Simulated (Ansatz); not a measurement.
Basis-set series for ClH3NOSTa (`[NH2][Ta]([OH])(=[S])[Cl]`). Charge 0, multiplicity 1. Ta takes the def2 core potential. Geometry: relaxed with PBE0-D4/def2-TZVP. It is one conformer, not always the lowest.

| functional | basis | functions | energy (Eh) | HOMO (eV) | LUMO (eV) |
| --- | --- | --- | --- | --- | --- |
| PBE0-D4 | def2-SVP | 111 | -1046.61496 | -7.63 | -1.59 |
| PBE0-D4 | def2-QZVPP | 425 | -1047.12250 | -7.64 | -1.69 |
| ωB97M-V | def2-SVP | 111 | -1046.87438 | -9.67 | 0.54 |
| ωB97M-V | def2-QZVPP | 425 | -1047.38260 | -9.73 | 0.36 |

(1) Give the rows for def2-TZVPP. (An estimate is asked.)

Results:

(1) Computed: 
| functional | basis | functions | energy (Eh) | HOMO (eV) | LUMO (eV) |
| --- | --- | --- | --- | --- | --- |
| PBE0-D4 | def2-TZVPP | 244 | -1047.08883 | -7.61 | -1.63 |
| ωB97M-V | def2-TZVPP | 244 | -1047.35059 | -9.69 | 0.46 |

Positive LUMOs are unbound and depend on the basis.
